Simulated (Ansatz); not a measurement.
BeBr2⁺, relaxed as a doublet with UKS PBE0-D4/def2-TZVP in Ansatz, starting from the GFN1-xTB geometry. Force threshold 0.02 eV/Å.

The relaxation made no stability test and no search for a lower SCF solution. The structure comes from a short search, and lower isomers may exist.

Start:

```xyz
3

Be   -0.001   -0.001   -0.001
Br   -1.659    0.599    1.127
Br    1.660   -0.599   -1.126
```

| step | energy (eV) | largest force component (eV/Å) | SCF passes |
| --- | --- | --- | --- |
| 1 | -140469.6692 | 1.269 | 17 |
| 2 | -140469.8230 | 0.253 | 24 |
| 3 | -140469.8278 | 0.014 | 25 |

Force components are those of the run's own axes.

End:

Cartesian coordinates in Å:
```
Be -0.0005 -0.0005 -0.0004
Br -1.5699 0.5668 1.0660
Br 1.5704 -0.5663 -1.0656
```

By distances, no bond broke or formed. The bond that changes most is Be1–Br3, from 2.09 to 1.98 Å (atoms count from 1).

No frequencies were taken in this run, so the end may be a saddle point.

It took 1.9 s on 4 threads of AMD EPYC 9B45 on a shared host.
